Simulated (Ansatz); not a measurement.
`[SiH3][NH][AlH][SiH2]Cl` + H₂S → `S[SiH2]Cl` + `[AlH2][NH][SiH3]` at 400 K and 1 bar (cleavage of the Si–Al bond).

Computed with Ansatz on PBE0-D4/def2-TZVP structures; ΔE is electronic, products minus reactants. CBS: MP2 limit from def2 TZ/QZ plus the TZ coupled-cluster correction, frozen cores. This one scheme is used for every species. One conformer a species, not always the lowest.

```csv
species,CCSD(T)/CBS energy (Eh),H − E (kJ/mol),S (J/(mol·K))
`[SiH3][NH][AlH][SiH2]Cl`,-1338.96095,219.9,456.5
H₂S,-398.97279,53.4,215.9
`S[SiH2]Cl`,-1148.50980,98.2,327.9
`[AlH2][NH][SiH3]`,-589.44550,172.3,344.3
```

H − E and S are ideal-gas, rigid-rotor, harmonic terms from PBE0-D4/def2-TZVP, for one conformer and one mirror image of each species. 1 Eh = 2625.50 kJ/mol, R = 8.31446 J/(mol·K).

Q: By hand: ΔE, ΔH, ΔS and ΔG.

A: ΔE = (-1148.50980) + (-589.44550) − (-1338.96095) − (-398.97279) = -0.02156 Eh = -56.6 kJ/mol. Δ(H − E) = 98.2 + 172.3 − 219.9 − 53.4 = -2.8, so ΔH = -59.4 kJ/mol. ΔS = 327.9 + 344.3 − 456.5 − 215.9 = -0.2 J/(mol·K). ΔG = -59.4 − 400 × (-0.2)/1000 = -59.3 kJ/mol.

Q: By hand: the equilibrium constant, and the temperature at which ΔG would vanish if ΔH and ΔS stayed fixed.

A: log₁₀ K = −ΔG/(RT ln 10) = 7.7. ΔG = 0 at ΔH/ΔS = 297000 K, far beyond where these terms or the molecules hold.

The number of gas molecules stays the same, so ΔS is small and ΔH decides. A doubt of 5 kJ/mol in ΔE shifts log₁₀ K by 0.7 here. Other conformers and mirror images would add mixing entropy, several J/(mol·K) or more a flexible species. Modes under 60 cm⁻¹, often nearly free rotors, make the harmonic entropy too high. These are equilibria of isolated gas molecules and say nothing of rates. Largest T1 diagnostic: 0.012 (customary marks: 0.02 for closed shells, 0.045 for open ones).
